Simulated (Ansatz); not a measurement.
```xyz
13

C     1.4000    0.0000    0.0000
C     0.7000    1.2124    0.0000
C    -0.7000    1.2124    0.0000
C    -1.4000    0.0000    0.0000
C    -0.7000   -1.2124    0.0000
C     0.7000   -1.2124    0.0000
C     2.8000    0.0000    0.0000
H     3.4000    0.9000    0.0000
H     1.2425    2.1521    0.0000
H    -1.2425    2.1521    0.0000
H    -2.4850    0.0000    0.0000
H    -1.2425   -2.1521    0.0000
H     1.2425   -2.1521    0.0000
```

Basis set: def2-TZVP. Charge 0. Computed with Ansatz (development build ahead of 0.2.0); the lowest solution found for each multiplicity.

Problem. How do the multiplicities compare at this shape? Give, from the lowest of each method, PBE0 (unrestricted) for 1, 3; PBE0 (restricted) for 1, 3; HF (unrestricted) for 1, 3; HF (restricted) for 1, 3.

Solution.

```csv
method,multiplicity,E (eV),<S²>
"PBE0, unrestricted",1,0.263,0.77
"PBE0, unrestricted",3,0.000,2.05
"PBE0, restricted",1,0.504,0.00
"PBE0, restricted",3,0.000,2.00
"HF, unrestricted",1,0.800,1.55
"HF, unrestricted",3,0.000,2.62
"HF, restricted",1,0.819,0.00
"HF, restricted",3,0.000,2.00
```

Caution: other spin multiplicities may lie lower. Caution for PBE0, unrestricted, HF, unrestricted: the unrestricted determinant is spin contaminated. Caution for PBE0, restricted, HF, restricted: an unrestricted determinant lies well below. Caution for HF, unrestricted: the unrestricted determinant is a mixture of spin states.
